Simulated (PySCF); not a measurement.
H₄Ge, charge +1, doublet, geometry from GFN2-xTB (a state made from the parent by changing its charge; the spin is typed, not shown lowest), with bond 2-1 at 1.4 times its length.

Input for PySCF:
```python
from pyscf import gto, scf, mcscf, mrpt
import numpy

mol = gto.M(
    atom='''
Ge   -0.000000   -0.000000   -0.000000
H    -0.972700   -0.867947   -1.705389
H     0.643566   -0.620551    1.245662
H    -1.204931    0.685898    0.654691
H     1.256151    0.554615   -0.682217
''',
    basis='6-31g*',
    charge=1,
    spin=1,
    verbose=3,
)

mf = scf.ROHF(mol)
mf.kernel()
mc = mcscf.CASCI(mf, 5, 5)
mc.fix_spin_(ss=0.75)
mc.kernel()
occ = numpy.linalg.eigvalsh(mc.fcisolver.make_rdm1(mc.ci, mc.ncas, mc.nelecas))[::-1]
ss = mc.fcisolver.spin_square(mc.ci, mc.ncas, mc.nelecas)[0]
print('natural occupations', occ.round(4), ' <S^2>', round(ss, 4))
e2 = mrpt.NEVPT(mc).kernel()
print('E(NEVPT2) = %.10f' % (mc.e_tot + e2))
```

Q: What does this run give for the number of basis functions, nuclear repulsion energy, NEVPT2 correction?

A: 
```
Property                        Value
-------------------------  ----------
number of basis functions          40
nuclear repulsion energy   42.1923 Eh
NEVPT2 correction          -0.2645 Eh
```

These values belong to the state on which the SCF converged, which isn't shown to be the lowest.
